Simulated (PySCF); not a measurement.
The potential of point charges around `C[S@@](=O)[C@H]1[C@H]2C=C[C@@H]1C=C2`

Species: `C[S@@](=O)[C@H]1[C@H]2C=C[C@@H]1C=C2`. Coordinates (GFN2-xTB, Å) and charges (e) from the PBE0/pcSseg-1 density (PySCF):

```json
{"atom": "C1", "x": "2.771", "y": "-0.046", "z": "0.617", "Mulliken": "-0.3898", "IAO": "-0.5840", "Hirshfeld": "-0.1365", "ESP-fitted": "-0.4818"}
{"atom": "S2", "x": "1.589", "y": "1.014", "z": "-0.333", "Mulliken": "+0.6831", "IAO": "+1.0891", "Hirshfeld": "+0.3287", "ESP-fitted": "+0.3278"}
{"atom": "O3", "x": "2.118", "y": "1.073", "z": "-1.697", "Mulliken": "-0.6260", "IAO": "-0.9186", "Hirshfeld": "-0.3792", "ESP-fitted": "-0.4274"}
{"atom": "C4", "x": "0.252", "y": "-0.267", "z": "-0.405", "Mulliken": "-0.2949", "IAO": "-0.2272", "Hirshfeld": "-0.0343", "ESP-fitted": "-0.5822"}
{"atom": "C5", "x": "-0.542", "y": "-0.432", "z": "0.898", "Mulliken": "-0.2466", "IAO": "-0.1403", "Hirshfeld": "-0.0334", "ESP-fitted": "+0.2726"}
{"atom": "C6", "x": "-1.119", "y": "0.973", "z": "0.996", "Mulliken": "-0.0199", "IAO": "-0.1666", "Hirshfeld": "-0.0595", "ESP-fitted": "-0.2379"}
{"atom": "C7", "x": "-1.376", "y": "1.378", "z": "-0.239", "Mulliken": "-0.0257", "IAO": "-0.1603", "Hirshfeld": "-0.0540", "ESP-fitted": "-0.2333"}
{"atom": "C8", "x": "-0.974", "y": "0.251", "z": "-1.177", "Mulliken": "-0.2050", "IAO": "-0.1350", "Hirshfeld": "-0.0287", "ESP-fitted": "+0.3362"}
{"atom": "C9", "x": "-1.926", "y": "-0.898", "z": "-0.876", "Mulliken": "-0.0075", "IAO": "-0.1571", "Hirshfeld": "-0.0459", "ESP-fitted": "-0.2905"}
{"atom": "C10", "x": "-1.669", "y": "-1.306", "z": "0.358", "Mulliken": "-0.0132", "IAO": "-0.1605", "Hirshfeld": "-0.0496", "ESP-fitted": "-0.2706"}
{"atom": "H11", "x": "3.716", "y": "0.486", "z": "0.664", "Mulliken": "+0.1563", "IAO": "+0.1696", "Hirshfeld": "+0.0531", "ESP-fitted": "+0.2008"}
{"atom": "H12", "x": "2.378", "y": "-0.191", "z": "1.616", "Mulliken": "+0.1327", "IAO": "+0.1524", "Hirshfeld": "+0.0440", "ESP-fitted": "+0.1487"}
{"atom": "H13", "x": "2.910", "y": "-0.994", "z": "0.109", "Mulliken": "+0.1437", "IAO": "+0.1564", "Hirshfeld": "+0.0481", "ESP-fitted": "+0.1771"}
{"atom": "H14", "x": "0.673", "y": "-1.185", "z": "-0.817", "Mulliken": "+0.1496", "IAO": "+0.1449", "Hirshfeld": "+0.0386", "ESP-fitted": "+0.2645"}
{"atom": "H15", "x": "-0.028", "y": "-0.807", "z": "1.778", "Mulliken": "+0.1057", "IAO": "+0.1392", "Hirshfeld": "+0.0427", "ESP-fitted": "+0.0687"}
{"atom": "H16", "x": "-1.302", "y": "1.476", "z": "1.925", "Mulliken": "+0.0836", "IAO": "+0.1588", "Hirshfeld": "+0.0517", "ESP-fitted": "+0.1536"}
{"atom": "H17", "x": "-1.818", "y": "2.297", "z": "-0.570", "Mulliken": "+0.0869", "IAO": "+0.1620", "Hirshfeld": "+0.0551", "ESP-fitted": "+0.1584"}
{"atom": "H18", "x": "-0.837", "y": "0.515", "z": "-2.220", "Mulliken": "+0.1150", "IAO": "+0.1576", "Hirshfeld": "+0.0496", "ESP-fitted": "+0.0637"}
{"atom": "H19", "x": "-2.672", "y": "-1.250", "z": "-1.562", "Mulliken": "+0.0871", "IAO": "+0.1608", "Hirshfeld": "+0.0557", "ESP-fitted": "+0.1784"}
{"atom": "H20", "x": "-2.151", "y": "-2.074", "z": "0.932", "Mulliken": "+0.0850", "IAO": "+0.1587", "Hirshfeld": "+0.0535", "ESP-fitted": "+0.1733"}
```

Points outside the species (Å): A (-1.6, -1.8, -5.5); B (2.5, -5.2, -1.8); C (-3.5, -5.4, -4.6); D (-3.3, 3.5, 2.9); E (2.6, -5.3, 1.7).

Problem. Find the potential V = 14.3996 V·Å × Σ q/r of each set of charges at these points.

Solution. In volts:

```tsv
point	nearest atom	distance (Å)	Mulliken	IAO	Hirshfeld	ESP-fitted
A	H18	4.09	-0.168	-0.163	-0.051	-0.010
B	H14	4.52	-0.044	-0.086	-0.013	+0.040
C	H19	5.21	-0.006	-0.008	+0.019	+0.040
D	H16	3.01	+0.239	+0.339	+0.134	+0.108
E	H13	4.60	+0.101	+0.105	+0.075	+0.151
```

Problem. How far are the other sets from the ESP-fitted one at these points?

Solution. Root-mean-square difference: Hirshfeld 0.048 V, Mulliken 0.104 V, IAO 0.140 V. The ESP scheme fits charges at the nuclei, held to the total charge, to the electrostatic potential on points at 1.4 to 2.0 times the van der Waals radii.

Problem. What energy would a point charge of -1 e have at E in the field of the ESP charges, leaving out polarisation?

Solution. -0.151 eV = -14.6 kJ/mol, an attraction.

One conformer (not necessarily the lowest) at the GFN2-xTB geometry, without solvent, vibrations or thermal averaging.

These values come from a run that also computed NMR shieldings. Hardware: one thread of an Arm Neoverse V2, shared host with 96 logical CPUs at a one-minute load of 42. Cost: 54 s (grids of density and orbitals included), 1.1 GiB resident at most.
